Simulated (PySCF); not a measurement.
**Two-component Hartree-Fock for Se (selenium, neutral)**

Start: [Ar] 3d10 4s2 4p4; 4p1/2 filled at m_j = -1/2, +1/2; 4p3/2 filled at m_j = +1/2, +3/2. Calculated with PySCF 2.14 in x2c-TZVPPall-2c with one added diffuse shell each of s, p, d type (7s8p5d1f, 63 functions): generalised Hartree-Fock with the X2C-1e Hamiltonian and a Gaussian nucleus; spin-orbit coupling (SO) screened by Boettger's factors.

| spinor shell | electrons | ε, screened SO (eV) | weight of nominal j (screened SO) | rms radius, screened SO (bohr) |
| --- | --- | --- | --- | --- |
| 1s1/2 | 2 | -12737.1 | 1.000 | 0.0508 |
| 2s1/2 | 2 | -1696.3 | 1.000 | 0.212 |
| 2p1/2 | 2 | -1515.6 | 1.000 | 0.187 |
| 2p3/2 | 4 | -1473.2 | 1.000 | 0.190 |
| 3s1/2 | 2 | -250.68 | 1.000 | 0.612 |
| 3p1/2 | 2 | -187.21 | 0.999 | 0.629 |
| 3p3/2 | 4 | -180.77 | 1.000 | 0.639 |
| 3d3/2 | 4 | -71.147 | 0.985 | 0.695 |
| 4s1/2 | 2 | -23.384 | 0.999 | 1.97 |
| 4p3/2 | 2 | -11.610 | 0.819 | 2.46 |
| 4p1/2 | 2 | -10.402 | 0.709 | 2.51 |

Q: Where does 3d5/2 lie, and what is the 3d spin-orbit splitting (screened SO)?

A: At -70.144 eV, 1.003 eV above 3d3/2.

```tsv
quantity	screened SO
E (hartree)	-2428.12310
M_J	2
⟨J²⟩	6.020
⟨L²⟩	2.077
⟨S²⟩	1.975
```

Each row is a mean over spinors that exchange with the open shell spreads, by up to 5.217 eV (4s1/2).

Rows whose weight is well below 1 are mixtures of j = l ± 1/2: exchange outweighs spin-orbit coupling there, and the label is only the starting occupation.
